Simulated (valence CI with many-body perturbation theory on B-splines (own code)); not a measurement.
# Valence orbitals of Pt46+

Computed by valence CI with perturbative core correlation (CI+MBPT): four valence electrons over a frozen Dirac-Fock core [Ar] 3d10, radial functions for each j: 11 s, 11 p, 10 d, 8 f, 5 g, 2 h, with the one-electron correlation potential Σ1 (screened to all orders), the two-electron term Σ2, the three-electron term Σ3, Breit, model QED; selected single and double excitations, second order for the rest, scaled by the run's own slope (own B-spline code, finite nucleus).

The last digits are not significant, and no measured levels were compared; by estimate large intervals hold to a few tenths of a per cent, small ones and those within an open d or f shell to about a per cent. Among the levels kept, up to 410 cm⁻¹ of a level comes from second order outside the variational space, and about a tenth of that is noise between levels of different J, which matters for small intervals.

These are the spectroscopic orbitals of the CI (the correlating ones are not listed), shaped by the core and the other valence electrons. h is the expectation value of the core's Dirac-Fock operator, without the valence repulsion; Σ1 is computed up to l = 3 at one energy for each symmetry, that of its lowest orbital but kept below the first core excitation, so for empty shells it is not the orbital's own correlation shift; Breit and QED include the response of the core.

```
Orbital  h (hartree)  Σ1 (cm⁻¹)  Breit (cm⁻¹)  QED (cm⁻¹)  ⟨r⟩ (bohr)
  4s1/2      -104.06     -14995         17879       13575      0.3682
  5s1/2      -62.468      -5489          8022        6241      0.6161
  6s1/2      -41.669      -2676          4195        3336      0.9295
  7s1/2      -29.773      -1530          2498        1999       1.306
  8s1/2      -22.333       -962          1609        1292       1.746
  9s1/2       -17.37       -646          1097         883       2.249
  4p1/2      -100.09     -16046         27985         786      0.3642
  5p1/2      -60.523      -5923         12680         372      0.6184
  6p1/2      -40.587      -2935          6754         204      0.9365
  7p1/2      -29.112      -1692          4059         124       1.318
  8p1/2      -21.899      -1070          2630        80.9       1.763
  9p1/2      -17.071       -722          1802        55.6       2.272
  4p3/2      -95.128     -13576         16089        1876      0.3848
  5p3/2      -58.183      -5301          7387         880      0.6446
  6p3/2      -39.297      -2691          4373         483      0.9683
  7p3/2      -28.326      -1572          2646         294       1.355
  8p3/2      -21.385      -1003          1723         192       1.806
  9p3/2      -16.716       -681          1185         132       2.321
  4d3/2      -89.059     -15728         12654        -617      0.3711
  5d3/2      -55.272      -5996          5901        -271      0.6405
  6d3/2      -37.682      -3045          3239        -145      0.9725
  7d3/2      -27.337      -1782          1975       -86.9       1.368
  8d3/2      -20.736      -1139          1293       -56.3       1.827
  4d5/2      -87.994     -14757          7998       -51.4      0.3767
  5d5/2      -54.754      -5633          3589        -4.9      0.6473
  6d5/2      -37.391      -2863          1976         2.5      0.9807
  7d5/2      -27.157      -1677          1194         3.4       1.378
  8d5/2      -20.617      -1073           777         3.0       1.838
  4f5/2      -81.559     -15067          5232        -420      0.3417
  5f5/2      -51.881      -4895          2246        -199      0.6231
  6f5/2      -35.829      -2436          1182        -111      0.9654
  7f5/2      -26.209      -1428           706       -68.4       1.371
  4f7/2      -81.269     -14351          2227        -205      0.3439
  5f7/2      -51.717      -4673           984       -89.9      0.6258
  6f7/2      -35.732      -2334           535       -48.5      0.9686
  7f7/2      -26.146      -1373           324       -29.3       1.375
  5g7/2      -50.209                      235       -47.3      0.5691
  6g7/2      -34.885                      193       -32.6      0.9163
  7g7/2      -25.624                      136       -22.2       1.327
  5g9/2      -50.142                     -2.0         0.9      0.5704
  6g9/2      -34.846                     -0.2        -4.4      0.9177
  7g9/2      -25.599                     -1.2        -4.3       1.329
  6h9/2      -34.677                                           0.8243
 6h11/2      -34.651                                           0.8252
```

Among the shells of the start configuration 4s2 4p2, Σ1 is largest in size for 4p1/2, where it is 0.073 % of h.

Lowest root of each symmetry, sizes in configuration state functions:

| J | Parity | Roots | Reference | Variational | Second order | Change by selected CI (cm⁻¹) | Change by second order (cm⁻¹) |
| --- | --- | --- | --- | --- | --- | --- | --- |
| 0 | even | 12 | 43 | 20725 | 73036 | -5521 | 0 |
| 1 | even | 18 | 88 | 31997 | 211539 | -4778 | -27 |
| 2 | even | 27 | 127 | 31999 | 366256 | -5400 | -98 |
| 3 | even | 19 | 108 | 31999 | 431042 | -6633 | -134 |
| 4 | even | 13 | 91 | 31985 | 416990 | -8001 | -175 |
| 5 | even | 4 | 52 | 31992 | 313332 | -5752 | -32 |
| 0 | odd | 9 | 44 | 24527 | 65677 | -4973 | -1 |
| 1 | odd | 22 | 119 | 31999 | 258186 | -5406 | -44 |
| 2 | odd | 28 | 157 | 32000 | 372534 | -4240 | -108 |
| 3 | odd | 25 | 157 | 31996 | 449267 | -7016 | -216 |
| 4 | odd | 16 | 129 | 31987 | 454293 | -6491 | -186 |
| 5 | odd | 7 | 87 | 32000 | 354397 | -8663 | -138 |
| 6 | odd | 2 | 46 | 27319 | 250874 | -10107 | -26 |
